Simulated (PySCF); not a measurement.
Si(CF3)(Cl)2(H) (CHCl₂F₃Si), SMILES FC(F)([SiH](Cl)Cl)F. Heavy atoms are numbered as in [SiH:1]([Cl:2])([Cl:3])[C:4]([F:5])([F:6])[F:7]. Hydrogens are named by the atom that carries them.

The structure is a stationary point at ωB97X-D3(BJ)/def2-SVP.

Method: PBE/pcSseg-1 (PySCF).

GIAO shieldings, no solvent; atoms alike by connectivity are averaged. δ = σ(ref) − σ: ²⁹Si against TMS (σ = 335.4 ppm); ³⁵Cl against HCl (σ = 936.5 ppm); ¹³C against TMS (σ = 182.0 ppm); ¹⁹F against CFCl3 (σ = 133.6 ppm); ¹H against TMS (σ = 31.49 ppm), references at their B3LYP-D3(BJ)/def2-TZVP geometries, non-relativistic (without spin–orbit terms, shifts of atoms bonded to Cl or Br come out too high).

| nucleus | atoms | count | δ (ppm) |
|---|---|---|---|
| ²⁹Si | Si1 (SiH) | 1 | 1.2 |
| ³⁵Cl | Cl2 | 2 | 66.0 |
| ¹³C | C4 | 1 | 139.1 |
| ¹⁹F | F5 | 3 | -99.0 |
| ¹H | H on Si1 | 1 | 5.90 |
